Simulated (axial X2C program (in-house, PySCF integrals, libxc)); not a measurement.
## Testing model relations on LiAu

A bond curve at the PBE0 level, 2c, was computed with an in-house all-electron X2C program for linear molecules (integrals from PySCF) (basis Au dyall-cv3z [13s14p9d6f4g], Li dyall-cv3z [7s8p2d] (cores contracted in-house)) for the state Ω = 0 (closed shell). Its fit gives Re = 2.2720 Å, ωe = 466.2 cm⁻¹, ωexe = 2.72 cm⁻¹ and αe = 4.463e-03 cm⁻¹; the masses are 196.9666 and 7.0160 u. Two-component means X2C with spin–orbit coupling and atomic mean-field Coulomb and Gaunt terms.

**Question.** Find the reduced mass, Be and the force constant.

**Answer.** From the PBE0 values: μ = 6.7747 u. Be = 16.8576/(μ Re²) = 0.482 cm⁻¹. k = 5.8918×10⁻⁷ μ ωe² = 0.868 mdyn/Å.

**Question.** The dipole moment p changes by 3.16 D/Å at Re. What harmonic infrared intensity follows?

**Answer.** I = 42.256 × (dp/dR)²/μ = 62 km/mol.

**Question.** Where do the fundamental and the first overtone lie?

**Answer.** ν(1←0) = ωe − 2ωexe = 460.8 cm⁻¹; ν(2←0) = 2ωe − 6ωexe = 916.1 cm⁻¹.

**Question.** Estimate the centrifugal constant by the Kratzer relation.

**Answer.** D = 4Be³/ωe² = 2.06e-06 cm⁻¹.

**Question.** A Morse curve ties αe to the other constants (Pekeris). How well does that hold?

**Answer.** αe(Morse) = 6Be²/ωe × (√(ωexe/Be) − 1) = 4.113e-03 cm⁻¹; the PBE0 curve gives 4.463e-03 cm⁻¹, a ratio of 0.92.

Occupations by symmetry block were frozen at the best pattern of an incomplete PBE0 search.
